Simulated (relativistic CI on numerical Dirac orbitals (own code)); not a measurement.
# Spin-allowed bands of a d8 ion in an octahedral site, by hand

Problem. Take Δ = 8700 cm⁻¹ and B = 910 cm⁻¹ for a d8 ion in an octahedral site. Calculate the three spin-allowed bands.

Working.
1. The terms of highest spin are 3F (energy 0) and 3P (15B = 13650 cm⁻¹). Here the F term splits into A2 at −1.2Δ = -10440, T2 at −0.2Δ = -1740 and T1 at +0.6Δ = 5220 cm⁻¹.
2. The two T1 states mix through the element 0.4Δ: H = [[5220, 3480], [3480, 13650]], with roots ½(H₁₁ + H₂₂) ∓ ½√[(H₂₂ − H₁₁)² + 4H₁₂²] = ½(18870) ∓ ½(10932) = 3969 and 14901 cm⁻¹.
3. The ground term is 3A2 at -10440 cm⁻¹.
4. Bands: 3T2 8700 cm⁻¹ (1149 nm), 3T1(F) 14409 cm⁻¹ (694 nm), 3T1(P) 25341 cm⁻¹ (395 nm).

Check. Exact diagonalisation of the whole d8 shell with these parameters gives 3T2 8700, 3T1 14409, 3T1 25341 cm⁻¹. The match is exact, since without spin-orbit coupling no other term has this spin. The ratio of the second band to the first, 1.656, depends on Δ/B = 9.6 alone, which is how a Tanabe-Sugano diagram is read.
